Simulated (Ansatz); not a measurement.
Job for Ansatz (an electronic-structure program): U-CCSD(T)/cc-pV(D+d)Z on H3Si (SMILES [SiH3]). The basis file is the Basis Set Exchange's JSON of that set.

Ansatz 0.2 input:
```yaml
crystal:
  periodic: [false, false, false]
  atoms:
    - {symbol: Si, position_ang: [0.00000001, 0.00000000, 0.00000000]}
    - {symbol: H, position_ang: [1.46694893, -0.00000000, -0.00000000]}
    - {symbol: H, position_ang: [-0.73347447, 1.27041496, -0.00000000]}
    - {symbol: H, position_ang: [-0.73347447, -1.27041496, -0.00000000]}
basis:
  gaussian:
    orbitals: cc-pV_D+d_Z.json
magnetization: {spin_polarized: true, initial_magnetization: 1}
correlation: {method: ccsd_t, electrons: outside_noble_gas}
scf: {omitted_lower_state_checks: [cluster_reference]}
```

Program output:

```
WARN ansatz: RAYON_NUM_THREADS=4 ignored (pool sized by the plan → 4); use --threads N
Functional definition: HF
these checks for a lower state are left out or cut short: cluster_reference
integrals: 0.01 GiB planned
384 factors; integrals over basis functions are off by at most 1.2e-3 eV
mean field: 0.07 GiB planned
mean field evaluation 1: about -7907.5522 eV, gradient 6.7e0 eV
mean field evaluation 2: about -7907.5525 eV, gradient 6.7e0 eV
mean field evaluation 4: about -7908.0937 eV, gradient 5.4e-1 eV
mean field evaluation 8: about -7908.1006 eV, gradient 4.3e-3 eV
mean field -7908.10055994 eV, -290.6173352746 hartree, gradient 4.4e-6 eV, S^2 0.767590; 0 other end points of the search recorded, 0 dependent functions left out
5 core orbitals not correlated
reference -7908.10055994 eV, -290.6173352746 hartree; 4, 3 occupied and 29, 30 virtual orbitals, 384 factors
second order -2.64400102 eV of doubles, -0.00000000 eV of singles
coupled cluster: 0.08 GiB planned
cycle   1  -3.18159031 eV  change   -5.4e-1 eV  update   5.4e-2
cycle   2  -3.37822047 eV  change   -2.0e-1 eV  update   2.0e-2
cycle   3  -3.38743182 eV  change   -9.2e-3 eV  update   5.7e-3
cycle   4  -3.38844313 eV  change   -1.0e-3 eV  update   1.7e-3
cycle   5  -3.38820068 eV  change    2.4e-4 eV  update   5.4e-4
cycle   6  -3.38825587 eV  change   -5.5e-5 eV  update   1.5e-4
cycle   7  -3.38835344 eV  change   -9.8e-5 eV  update   3.5e-5
cycle   8  -3.38833685 eV  change    1.7e-5 eV  update   9.1e-6
cycle   9  -3.38833594 eV  change    9.1e-7 eV  update   2.4e-6
perturbative correction -0.06482895 eV, -0.0023824198 hartree
Total energy: -7911.55372483 eV, -290.7442367436 hartree
Checks for a lower state left out: cluster_reference
```

Self-consistency was reached.

Cost: very roughly 1.3 core-seconds.
